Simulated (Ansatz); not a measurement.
`[SiH3]NC=S` + H₂O → `OC=S` + `N[SiH3]`  (formal hydrolysis of a C–N bond)

Calculated with Ansatz (gas phase, PBE0-D4/def2-TZVP geometries, no zero-point term in ΔE). CBS: MP2 limit from def2 TZ/QZ plus the TZ coupled-cluster correction, frozen cores. This one scheme is used for every species. DFT in def2-TZVPP. B3LYP here is the variant with VWN-RPA as its local correlation; programs differ in this. HSE06 is defined as in plane-wave codes. Each species was taken in one conformer, which may not be the lowest.

```json
{"level": "PBE-D4", "ΔE (kJ/mol)": "45.3", "difference from CCSD(T)/CBS": "-5.4"}
{"level": "revPBE-D4", "ΔE (kJ/mol)": "48.1", "difference from CCSD(T)/CBS": "-2.6"}
{"level": "BLYP-D4", "ΔE (kJ/mol)": "45.6", "difference from CCSD(T)/CBS": "-5.1"}
{"level": "B97M-V", "ΔE (kJ/mol)": "41.0", "difference from CCSD(T)/CBS": "-9.7"}
{"level": "PBE0-D4", "ΔE (kJ/mol)": "48.4", "difference from CCSD(T)/CBS": "-2.3"}
{"level": "B3LYP-D4", "ΔE (kJ/mol)": "47.5", "difference from CCSD(T)/CBS": "-3.2"}
{"level": "r2SCANh-D4", "ΔE (kJ/mol)": "45.6", "difference from CCSD(T)/CBS": "-5.1"}
{"level": "HSE06-D4", "ΔE (kJ/mol)": "48.4", "difference from CCSD(T)/CBS": "-2.3"}
{"level": "BHLYP-D4", "ΔE (kJ/mol)": "49.7", "difference from CCSD(T)/CBS": "-1.0"}
{"level": "ωB97X-V", "ΔE (kJ/mol)": "42.9", "difference from CCSD(T)/CBS": "-7.8"}
{"level": "ωB97M-V", "ΔE (kJ/mol)": "42.9", "difference from CCSD(T)/CBS": "-7.8"}
{"level": "B2PLYP", "ΔE (kJ/mol)": "44.5", "difference from CCSD(T)/CBS": "-6.2"}
{"level": "PBE-QIDH", "ΔE (kJ/mol)": "49.1", "difference from CCSD(T)/CBS": "-1.6"}
{"level": "revPBE", "ΔE (kJ/mol)": "38.8", "difference from CCSD(T)/CBS": "-11.9"}
{"level": "BLYP", "ΔE (kJ/mol)": "37.0", "difference from CCSD(T)/CBS": "-13.7"}
{"level": "r2SCAN", "ΔE (kJ/mol)": "43.0", "difference from CCSD(T)/CBS": "-7.7"}
{"level": "PBE0", "ΔE (kJ/mol)": "44.5", "difference from CCSD(T)/CBS": "-6.2"}
{"level": "B3LYP", "ΔE (kJ/mol)": "40.7", "difference from CCSD(T)/CBS": "-10.0"}
{"level": "r2SCANh", "ΔE (kJ/mol)": "44.2", "difference from CCSD(T)/CBS": "-6.5"}
{"level": "r2SCAN0", "ΔE (kJ/mol)": "45.9", "difference from CCSD(T)/CBS": "-4.8"}
{"level": "HSE06", "ΔE (kJ/mol)": "44.6", "difference from CCSD(T)/CBS": "-6.1"}
{"level": "BHLYP", "ΔE (kJ/mol)": "43.8", "difference from CCSD(T)/CBS": "-6.9"}
{"level": "CAM-B3LYP", "ΔE (kJ/mol)": "40.3", "difference from CCSD(T)/CBS": "-10.4"}
{"level": "LC-ωPBE", "ΔE (kJ/mol)": "41.3", "difference from CCSD(T)/CBS": "-9.4"}
{"level": "RPA@PBE/def2-TZVPP", "ΔE (kJ/mol)": "43.6", "difference from CCSD(T)/CBS": "-7.1"}
{"level": "HF/def2-SVP", "ΔE (kJ/mol)": "44.7", "difference from CCSD(T)/CBS": "-6.0"}
{"level": "MP2/def2-SVP", "ΔE (kJ/mol)": "45.6", "difference from CCSD(T)/CBS": "-5.1"}
{"level": "CCSD/def2-SVP", "ΔE (kJ/mol)": "42.2", "difference from CCSD(T)/CBS": "-8.5"}
{"level": "CCSD(T)/def2-SVP", "ΔE (kJ/mol)": "42.2", "difference from CCSD(T)/CBS": "-8.5"}
{"level": "HF/def2-TZVPP", "ΔE (kJ/mol)": "43.6", "difference from CCSD(T)/CBS": "-7.1"}
{"level": "MP2/def2-TZVPP", "ΔE (kJ/mol)": "51.8", "difference from CCSD(T)/CBS": "1.1"}
{"level": "SCS-MP2/def2-TZVPP", "ΔE (kJ/mol)": "47.6", "difference from CCSD(T)/CBS": "-3.1"}
{"level": "CCSD/def2-TZVPP", "ΔE (kJ/mol)": "46.6", "difference from CCSD(T)/CBS": "-4.1"}
{"level": "CCSD(T)/def2-TZVPP", "ΔE (kJ/mol)": "47.1", "difference from CCSD(T)/CBS": "-3.6"}
{"level": "HF/def2-QZVPP", "ΔE (kJ/mol)": "43.7", "difference from CCSD(T)/CBS": "-7.0"}
{"level": "MP2/def2-QZVPP", "ΔE (kJ/mol)": "53.9", "difference from CCSD(T)/CBS": "3.2"}
{"level": "SCS-MP2/def2-QZVPP", "ΔE (kJ/mol)": "49.8", "difference from CCSD(T)/CBS": "-0.9"}
{"level": "HF/CBS(def2)", "ΔE (kJ/mol)": "43.7", "difference from CCSD(T)/CBS": "-7.0"}
{"level": "MP2/CBS(def2)", "ΔE (kJ/mol)": "55.4", "difference from CCSD(T)/CBS": "4.7"}
{"level": "CCSD/CBS(def2)", "ΔE (kJ/mol)": "50.2", "difference from CCSD(T)/CBS": "-0.5"}
{"level": "CCSD(T)/CBS", "ΔE (kJ/mol)": "50.7", "difference from CCSD(T)/CBS": "0"}
```

What do rigid-rotor, harmonic-oscillator terms from PBE0-D4/def2-TZVP frequencies (298.15 K, 1 bar) make of the CCSD(T)/CBS value? (An estimate is asked.)

The calculation gave: ΔZPE = +2.6 kJ/mol, ΔH = +50.5 kJ/mol, ΔS = 9 J/(mol·K), ΔG = +47.8 kJ/mol. Modes under 50 cm⁻¹ make the entropy rough.

Largest T1 diagnostic among the species: 0.018.

From BLYP to BHLYP (50 % exact exchange), in def2-TZVPP and without D4, ΔE moves by +6.8 kJ/mol. Leaving LDA and LC-ωPBE aside and taking each functional with its dispersion term where it has one, the values spread over 8.6 kJ/mol, from B97M-V to BHLYP-D4. LDA lies +4.1 kJ/mol from PBE without D4.
